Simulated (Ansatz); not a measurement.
A set of 12 reactions (isomerisation), with CCSD(T)/CBS values in kJ/mol:

| reaction | ΔE |
| --- | --- |
| `O=CB(S)Cl` → `OB(Cl)C=S` | -91.7 |
| `OC1CC[Se]1` → `C/C(O)=C\[SeH]` | 2.7 |
| `CC[SiH2]PO` → `C[Si](C)(O)P` | -178.5 |
| `BCC(O)=S` → `OC1CBS1` | -100.8 |
| `CC(=O)OC(C)C` → `CCCC(=O)OC` | 25.7 |
| `CCO[SiH2]C` → `C[SiH](C)CO` | 82.8 |
| `N=C(Cl)CO` → `COC(=N)Cl` | 31.5 |
| `O=C(O)CS` → `O=CC(O)S` | 90.6 |
| `CC1=C(F)[SiH2]1` → `FC1([SiH3])C=C1` | 67.5 |
| `N=C=CCF` → `C=NC(=C)F` | -30.6 |
| `[GeH3][NH]C1=C[SiH2]1` → `[SiH3]/N=[C]1/[CH2][GeH2]1` | 14.0 |
| `O=COC(F)[SiH3]` → `O[Si@@H](F)[C@@H]1CO1` | -275.8 |

Isolated molecules relaxed with PBE0-D4/def2-TZVP in Ansatz; ΔE leaves out vibrations. CCSD(T)/CBS is the MP2 limit (def2-TZVPP, def2-QZVPP) plus CCSD(T) − MP2 in def2-TZVPP, frozen cores. Double bonds are as drawn, so ΔE can hold a change between cis and trans. DFT in def2-TZVPP. B3LYP here is the variant with VWN-RPA as its local correlation; programs differ in this. For Ge, Se outer-core shells are correlated without core-valence functions, which leaves a few kJ/mol of doubt a bond. Scalar relativity is left out up to krypton. Each species was taken in one conformer, which may not be the lowest.

Give the mean, mean absolute and largest difference (level minus CCSD(T)/CBS, kJ/mol) for: PBE-D4, PBE0-D4, B3LYP-D4, ωB97X-V, PBE, r2SCAN, HF/def2-TZVPP, CCSD/def2-TZVPP, CCSD(T)/def2-TZVPP, HF/def2-QZVPP, MP2/def2-QZVPP, HF/CBS(def2), MP2/CBS(def2), CCSD/CBS(def2). (An estimate is asked.)

Computed: 
```json
{"level": "PBE-D4", "mean": "4.5", "mean absolute": "9.2", "largest": "36.1"}
{"level": "PBE0-D4", "mean": "3.8", "mean absolute": "7.2", "largest": "18.9"}
{"level": "B3LYP-D4", "mean": "4.1", "mean absolute": "7.7", "largest": "29.7"}
{"level": "ωB97X-V", "mean": "4.5", "mean absolute": "6.8", "largest": "20.6"}
{"level": "PBE", "mean": "4.7", "mean absolute": "9.7", "largest": "37.7"}
{"level": "r2SCAN", "mean": "2.9", "mean absolute": "6.3", "largest": "17.2"}
{"level": "HF/def2-TZVPP", "mean": "7.8", "mean absolute": "14.5", "largest": "30.5"}
{"level": "CCSD/def2-TZVPP", "mean": "2.2", "mean absolute": "3.3", "largest": "8.2"}
{"level": "CCSD(T)/def2-TZVPP", "mean": "1.6", "mean absolute": "2.4", "largest": "11.8"}
{"level": "HF/def2-QZVPP", "mean": "7.6", "mean absolute": "14.5", "largest": "27.1"}
{"level": "MP2/def2-QZVPP", "mean": "-0.7", "mean absolute": "4.6", "largest": "-18.8"}
{"level": "HF/CBS(def2)", "mean": "7.6", "mean absolute": "14.5", "largest": "27.2"}
{"level": "MP2/CBS(def2)", "mean": "-1.3", "mean absolute": "5.0", "largest": "-22.7"}
{"level": "CCSD/CBS(def2)", "mean": "0.5", "mean absolute": "1.8", "largest": "5.1"}
```

The largest T1 diagnostic in the set is 0.016, for `BCC(O)=S` (customary mark 0.02).

CCSD(T)/CBS is a level of theory with its own doubt, and the functionals carry their triple-zeta basis error, so these figures describe this set and don't rank the functionals.
